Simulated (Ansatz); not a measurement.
One change: `BCSC[SiH3]` becomes `O[SiH2]SC[SiH3]`.

Ansatz, PBE0-D4/def2-TZVP geometries, multiplicity 1. Each molecule was computed in one conformer, which needn't be the lowest.

| property | `BCSC[SiH3]` |
| --- | --- |
| LUMO energy (PBE0/def2-TZVPP) / eV | -1.58 |
| HOMO energy (B3LYP/def2-TZVPP) / eV | -6.10 |
| size of the dipole moment (PBE/def2-TZVPP) / D | 1.53 |
| LUMO energy (ωB97M-V/def2-TZVPP) / eV | 0.36 |
| HOMO energy (ωB97M-V/def2-TZVPP) / eV | -8.51 |
| HOMO–LUMO gap (PBE/def2-TZVPP) / eV | 2.53 |

(1) What does the change do to each property? (An estimate is asked.)

## Answers

(1) Ansatz gave: 
```tsv
property	`O[SiH2]SC[SiH3]`	shift
LUMO energy (PBE0/def2-TZVPP) / eV	-0.37	1.21
HOMO energy (B3LYP/def2-TZVPP) / eV	-6.73	-0.63
size of the dipole moment (PBE/def2-TZVPP) / D	1.98	0.45
LUMO energy (ωB97M-V/def2-TZVPP) / eV	1.40	1.04
HOMO energy (ωB97M-V/def2-TZVPP) / eV	-9.12	-0.61
HOMO–LUMO gap (PBE/def2-TZVPP) / eV	4.53	2.00
```

With PBE0 the HOMO falls by 0.64 eV and the LUMO rises by 1.21 eV, so the gap widens by about 1.85 eV. PBE moves the HOMO by -0.63 eV and ωB97M-V by -0.61 eV. Dipoles are sizes alone; their direction can turn.

B3LYP here is the variant with VWN-RPA as its local correlation; programs differ in this.
